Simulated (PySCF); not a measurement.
**Spinor energies of Lu⁶¹⁺ (lutetium, charge +61)**

Start: [Ne]. Calculated with PySCF 2.14 in an even-tempered Gaussian basis (17 s from 11 bohr⁻², ratio 2.6; 13 p from 14 bohr⁻², ratio 2.6; 6 d from 14 bohr⁻², ratio 2.8; 3 f from 300 bohr⁻², ratio 2.8): generalised Hartree-Fock with the X2C-1e Hamiltonian and a Gaussian nucleus; spin-orbit coupling (SO) screened by Boettger's factors.

```tsv
spinor shell	electrons	ε, screened SO (eV)	weight of nominal j (screened SO)	rms radius, screened SO (bohr)
1s1/2	2	-68872.2	1.000	0.0219
2s1/2	2	-15854.5	1.000	0.0869
2p1/2	2	-15407.7	1.000	0.0738
2p3/2	4	-14245.4	1.000	0.0805
```

```tsv
quantity	screened SO
E (hartree)	-10099.04447
M_J	0
⟨J²⟩	0.000
⟨L²⟩	0.028
⟨S²⟩	0.028
```

Breit and QED terms are absent; they matter most for the inner s and p1/2 levels.

Densities and radii are taken from the X2C orbitals without a picture-change correction, which distorts them close to the nucleus.
